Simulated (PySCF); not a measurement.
Ge(H)2 anion (GeH2), SMILES [GeH2] (connectivity only; charge and spin as stated), charge -1, multiplicity 2. Geometry optimised at PBE-D3(BJ)/def2-TZVPD. The multiplicity is an assumed one; other spin states were not compared. The isomer is the one that the SMILES or the coordinates give; other isomers of the formula were not compared.

All values below come from PBE-D3(BJ)/def2-TZVPD (PySCF).

Harmonic wavenumbers (cm⁻¹): 846, 1656, 1664. Rotational constants (GHz): 192.4, 185.2, 94.38; symmetry number 2.

Task: Work out the zero-point energy and the ideal-gas rigid-rotor harmonic-oscillator thermochemistry at 298.15 K and 1 atm.

Result: ZPE = ½ Σ hcν = ½ × 4166 cm⁻¹ = 5.96 kcal/mol. H − E(el) = 8.37 kcal/mol. Entropy in cal/(mol K): translation 38.85, rotation 13.84, vibration 0.18, spin 1.38, total 54.25. G − E(el) = -7.80 kcal/mol. Cp = 8.61 cal/(mol K).
